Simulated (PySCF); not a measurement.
Working out the ionisation energy of Se⁺

Se⁺ [Ar] 3d10 4s2 4p3 (4S) → Se²⁺ [Ar] 3d10 4s2 4p2 (3P). All numbers are calculated (PySCF 2.14, scalar relativity through the core potential, in aug-cc-pwCVDZ-PP with ECP10MDF). Frozen: nothing. Energies in hartree (1 hartree = 27.21139 eV):

```tsv
part	Se⁺ (lower)	Se²⁺ (upper)
UHF	-371.533890	-370.768397
MP2 opposite-spin	-0.313093	-0.305970
MP2 same-spin	-0.162145	-0.150477
```

Problem. What does Hartree-Fock give?

Solution. (-370.768397) − (-371.533890) = 0.765493 hartree = 20.830 eV.

Problem. What do MP2 and SCS-MP2 (6/5 opposite-spin, 1/3 same-spin) give?

Solution. The opposite-spin parts differ by 0.194 eV and the same-spin parts by 0.318 eV. MP2: 20.830 + (0.194) + (0.318) = 21.342 eV. SCS-MP2: 20.830 + 1.2 × (0.194) + (0.318)/3 = 21.169 eV.

Reference: 21.196 ± 0.01 eV (measured; NIST Atomic Spectra Database, ionization energies), between the lowest levels; spin-orbit coupling is absent from the calculation.

A double-zeta basis recovers only part of the correlation energy.

What remains against the reference includes basis incompleteness and correlation beyond second order.
